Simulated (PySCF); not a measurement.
## Basis-set dependence of population analyses: `[BH3-][NH2+]CO[SiH3]`

CH10BNOSi.
Atom-mapped SMILES: `[BH3-:1][NH2+:2][CH2:3][O:4][SiH3:5]` (hydrogens: H6, H7, H8 on B1; H9, H10 on N2; H11, H12 on C3; H13, H14, H15 on Si5)

PBE0 throughout (PySCF), one geometry, spherical d and f functions. Isolated species at its PBE0-D3(BJ)/def2-SVP geometry (one conformer only). Atoms taken as equivalent share a column and are averaged. The first 7 of 9 kinds of atom are listed.

Mulliken charges (e):

```tsv
basis	functions	B1	N2	C3	O4	Si5	H6/H7/H8	H9/H10
STO-3G	39	-0.044	-0.328	+0.041	-0.377	+0.660	-0.114	+0.258
6-31G	69	-0.021	-0.727	+0.105	-0.754	+0.800	-0.084	+0.379
pcSseg-0	69	-0.223	-0.808	+0.137	-0.859	+0.763	-0.016	+0.373
6-31G*	94	-0.135	-0.676	+0.064	-0.603	+0.576	-0.066	+0.390
cc-pVDZ	124	-0.252	+0.024	+0.230	-0.456	+0.425	-0.075	+0.134
def2-SVP	124	-0.236	-0.086	+0.282	-0.521	+0.543	-0.071	+0.166
pcSseg-1	142	-0.126	-0.398	+0.264	-0.663	+0.682	-0.067	+0.227
6-311+G(2d,p)	203	-0.168	-0.484	-0.046	-0.632	+0.668	-0.049	+0.316
aug-cc-pVDZ	209	-2.311	-0.280	+1.385	-0.841	-0.216	+0.652	+0.098
def2-TZVP	221	-0.350	-0.207	-0.013	-0.364	+0.282	-0.035	+0.262
IGLO-III	284	-0.031	-0.445	-0.068	-0.477	+0.894	-0.103	+0.314
cc-pVTZ	294	-0.433	+0.075	+0.115	-0.345	+0.262	-0.024	+0.137
pcSseg-2	327	+0.001	-0.223	+0.292	-0.577	+0.749	-0.110	+0.174
```

IAO charges (e):

```tsv
basis	functions	B1	N2	C3	O4	Si5	H6/H7/H8	H9/H10
STO-3G	39	-0.297	-0.249	-0.041	-0.460	+0.772	-0.051	+0.264
6-31G	69	-0.393	-0.285	+0.019	-0.594	+0.681	-0.027	+0.299
pcSseg-0	69	-0.408	-0.283	+0.036	-0.591	+0.677	-0.025	+0.297
6-31G*	94	-0.373	-0.279	+0.057	-0.629	+0.822	-0.033	+0.291
cc-pVDZ	124	-0.404	-0.271	+0.058	-0.626	+0.811	-0.026	+0.291
def2-SVP	124	-0.393	-0.265	+0.062	-0.626	+0.830	-0.030	+0.290
pcSseg-1	142	-0.398	-0.273	+0.059	-0.636	+0.835	-0.027	+0.291
6-311+G(2d,p)	203	-0.404	-0.283	+0.052	-0.646	+0.849	-0.025	+0.297
aug-cc-pVDZ	209	-0.406	-0.279	+0.054	-0.637	+0.815	-0.025	+0.296
def2-TZVP	221	-0.402	-0.284	+0.056	-0.648	+0.860	-0.026	+0.297
IGLO-III	284	-0.403	-0.285	+0.053	-0.648	+0.857	-0.025	+0.298
cc-pVTZ	294	-0.404	-0.285	+0.055	-0.643	+0.845	-0.026	+0.297
pcSseg-2	327	-0.401	-0.285	+0.055	-0.647	+0.859	-0.026	+0.297
```

Hirshfeld charges (e):

```tsv
basis	functions	B1	N2	C3	O4	Si5	H6/H7/H8	H9/H10
STO-3G	39	-0.089	+0.032	+0.134	-0.247	+0.448	-0.129	+0.143
6-31G	69	-0.108	-0.011	+0.089	-0.271	+0.391	-0.111	+0.159
pcSseg-0	69	-0.109	-0.001	+0.087	-0.250	+0.413	-0.115	+0.155
6-31G*	94	-0.108	-0.016	+0.087	-0.238	+0.374	-0.110	+0.159
cc-pVDZ	124	-0.104	-0.027	+0.076	-0.217	+0.384	-0.110	+0.161
def2-SVP	124	-0.108	-0.027	+0.078	-0.221	+0.391	-0.110	+0.162
pcSseg-1	142	-0.094	-0.043	+0.077	-0.230	+0.395	-0.108	+0.159
6-311+G(2d,p)	203	-0.086	-0.060	+0.068	-0.239	+0.400	-0.105	+0.161
aug-cc-pVDZ	209	-0.092	-0.063	+0.065	-0.236	+0.397	-0.102	+0.161
def2-TZVP	221	-0.094	-0.056	+0.069	-0.230	+0.391	-0.104	+0.162
IGLO-III	284	-0.093	-0.063	+0.065	-0.229	+0.387	-0.103	+0.162
cc-pVTZ	294	-0.095	-0.052	+0.070	-0.226	+0.388	-0.105	+0.163
pcSseg-2	327	-0.093	-0.062	+0.065	-0.234	+0.399	-0.103	+0.162
```

Some averages cover members that differ in this geometry, most widely: H6/H7/H8, Mulliken in aug-cc-pVDZ +0.598 to +0.750 e.

Task: Which scheme is steadiest as the basis changes?

Result: Largest range over the bases for any column: Hirshfeld 0.09 e, IAO 0.19 e, Mulliken 2.31 e. Hirshfeld charges move least and Mulliken charges most, counted in e. Without the minimal STO-3G basis the ranges are Hirshfeld 0.06, IAO 0.18, Mulliken 2.31 e.

Task: How much do the charges still move between the two largest bases, cc-pVTZ and pcSseg-2?

Result: At most, over all atoms: Mulliken 0.487 e, IAO 0.014 e, Hirshfeld 0.011 e.

Task: What do the same runs give for the total energy, the frontier levels and the dipole moment?

Result: 
```
        basis  energy (Eh)  HOMO (eV)  LUMO (eV)  μ (D)
       STO-3G    -482.2028      -5.09       6.11   6.24
        6-31G    -487.9679      -7.46      -0.06   5.69
     pcSseg-0    -487.2812      -7.73      -0.02   5.83
       6-31G*    -488.0704      -7.51       0.03   5.32
      cc-pVDZ    -488.1008      -7.63       0.05   5.27
     def2-SVP    -487.8615      -7.64       0.10   5.32
     pcSseg-1    -488.0662      -7.78      -0.19   5.34
6-311+G(2d,p)    -488.1718      -7.80      -0.60   5.09
  aug-cc-pVDZ    -488.1182      -7.77      -0.63   5.08
    def2-TZVP    -488.1909      -7.79      -0.35   5.11
     IGLO-III    -488.1970      -7.80      -0.30   5.06
      cc-pVTZ    -488.1868      -7.78      -0.25   5.11
     pcSseg-2    -488.1996      -7.79      -0.50   5.13
```

The dipole is fixed by the density alone, so its range of 1.18 D shows that the density itself changes with the basis, not only its division among atoms.
